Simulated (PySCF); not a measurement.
## Which determinant of NiCl lies lowest?

Unrestricted PBE0; basis Ni def2-TZVPPD, Cl def2-TZVPPD; no relativity; PySCF 2.14. Outer shells of the fragments: Ni 3d8 4s2; Cl 3s2 3p5.

Followed along the bond (rough minima from three points):

| 2Ms+1 | unpaired | ⟨S²⟩ at the start | R at minimum (Å) | Te (eV) |
| --- | --- | --- | --- | --- |
| 2 | π ↑ | 0.76 | 2.09 | 0.00 |
| 2 | σ ↑ | 0.75 | 2.11 | 0.02 |
| 4 | σ ↑, π ↑↑ | 3.75 | 2.13 | 1.24 |
| 2 | σ ↓, π ↑↑ | 1.76 | 2.12 | 1.54 |

Solutions found at the starting distance of 2.025 Å, counted from the lowest of them; the search is not exhaustive and high or unbound solutions are not listed, so other states can lie among these:

```tsv
2Ms+1	unpaired	term	E (eV)	⟨S²⟩	⟨Lz²⟩	μ (D)
2	π ↑	²Π	0.00	0.76	1.03	-4.95
2	σ ↑	²Σ⁺	0.03	0.75	0.00	-5.14
4	σ ↑, π ↑↑	⁴Σ⁻	1.27	3.75	0.00	-0.95
2	σ ↓, π ↑↑	mixed	1.57	1.76	0.00	-0.84
4	σ ↑, π ↑, δ ↑	mixed	1.64	3.75	5.01	-1.38
2	σ ↓, π ↑, δ ↑	mixed	1.92	1.76	5.01	-1.13
2	σ ↑, π ↑↓	mixed	2.06	1.75	2.01	-0.64
4	σ ↑↑, π ↑	mixed	2.10	3.75	2.83	-0.94
2	σ ↑, π ↑, δ ↓	mixed	2.42	1.76	5.01	-0.80
2	σ ↑	mixed	3.53	1.00	2.01	0.60
4	σ ↑, π ↑↑	mixed	4.75	3.76	2.03	3.22
4	π ↑↑↑	⁴Π	4.82	3.76	1.00	-1.40
6	σ ↑↑, π ↑↑↑	mixed	8.39	8.76	1.27	2.93
6	σ ↑, π ↑↑↑↑	mixed	8.90	8.76	2.01	3.80
```

A term symbol is given only where ⟨S²⟩ and ⟨Lz²⟩ are close to those of a pure state; real π, δ and φ orbitals otherwise mix terms. A positive dipole means Ni(−)Cl(+).

With d or f electrons several states lie close, and the lowest PBE0 determinant need not be the measured ground state.
